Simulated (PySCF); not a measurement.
4-(aminomethyl)pyridine, C₆H₈N₂.
Atom-mapped SMILES: `[NH2:1][CH2:2][c:3]1[cH:4][cH:5][n:6][cH:7][cH:8]1` (hydrogens: H9, H10 on N1; H11, H12 on C2; H13 on C4; H14 on C5; H15 on C7; H16 on C8)

Method: PySCF 2.14.0, PBE0-D3(BJ)/def2-SVP geometry optimisation, gas phase; density fitting, grid level 2; the optimiser is geomeTRIC in internal coordinates, started from a GFN2-xTB structure.

Step 0: E = -9314.6798 eV
```
atom  x, y, z in Å  |  force x, y, z in eV/Å
N1     -2.4423    0.0555   -0.5767   -0.183  -0.235   0.279
C2     -1.5940   -0.5633    0.4350   -0.042   0.445  -0.620
C3     -0.1360   -0.2161    0.2642   -0.389  -0.174   0.161
C4      0.6908   -0.9704   -0.5620    0.023   0.128   0.120
C5      2.0029   -0.5647   -0.7442   -0.019   0.023  -0.015
N6      2.5194    0.5116   -0.1761    0.499   0.126  -0.066
C7      1.7351    1.2320    0.6073   -0.020   0.001  -0.035
C8      0.4091    0.9178    0.8575    0.063  -0.141  -0.079
H9     -2.3597    1.0663   -0.5335    0.063   0.110  -0.095
H10    -2.1506   -0.2368   -1.5040    0.061   0.073  -0.129
H11    -1.7341   -1.6456    0.3651    0.004  -0.272   0.136
H12    -1.9498   -0.2286    1.4132   -0.030  -0.051   0.302
H13     0.3175   -1.8605   -1.0474   -0.145  -0.417  -0.216
H14     2.6780   -1.1291   -1.3743    0.246  -0.351  -0.330
H15     2.1957    2.1024    1.0566    0.126   0.445   0.269
H16    -0.1897    1.5385    1.5079   -0.256   0.289   0.316
```

Question: Estimate the geometry and energy of step 1. (The exact step hangs on the optimiser's Hessian estimate; all steps are aligned on step 0, rigid shifts and turns removed.)

Answer: E = -9314.7201 eV, largest force 0.163 eV/Å
```
atom  x, y, z in Å  |  force x, y, z in eV/Å
N1     -2.4832    0.0493   -0.5714    0.003   0.057  -0.076
C2     -1.6041   -0.5503    0.4139   -0.022  -0.093   0.132
C3     -0.1412   -0.2111    0.2554    0.019   0.023  -0.029
C4      0.7014   -0.9696   -0.5616   -0.049  -0.071  -0.047
C5      2.0230   -0.5675   -0.7423    0.042  -0.033  -0.031
N6      2.5479    0.5141   -0.1729    0.018   0.002  -0.002
C7      1.7524    1.2355    0.6120    0.032   0.049   0.031
C8      0.4179    0.9193    0.8573   -0.069   0.052   0.045
H9     -2.3940    1.0647   -0.5472   -0.001  -0.032   0.004
H10    -2.1991   -0.2299   -1.5100   -0.005   0.004   0.031
H11    -1.7280   -1.6466    0.3722   -0.001   0.057   0.002
H12    -1.9411   -0.2387    1.4180    0.014  -0.021  -0.054
H13     0.3311   -1.8749   -1.0544    0.018   0.037   0.018
H14     2.6922   -1.1580   -1.3815   -0.017   0.026   0.025
H15     2.2003    2.1209    1.0817   -0.009  -0.034  -0.020
H16    -0.1832    1.5516    1.5194    0.027  -0.023  -0.027
```

The energy changes by -0.0402 eV. The first-order estimate −F·Δx gives -0.0867 eV and the mean of the old and new forces, exact on a quadratic surface, -0.0402 eV. The step makes an angle of 60° with the force vector and moves no atom by more than 0.049 Å.

What follows is the cost of the whole optimisation. Hardware: one thread of an Arm Neoverse V1, shared host. Cost: 48 s wall, 0.74 GiB resident at most.
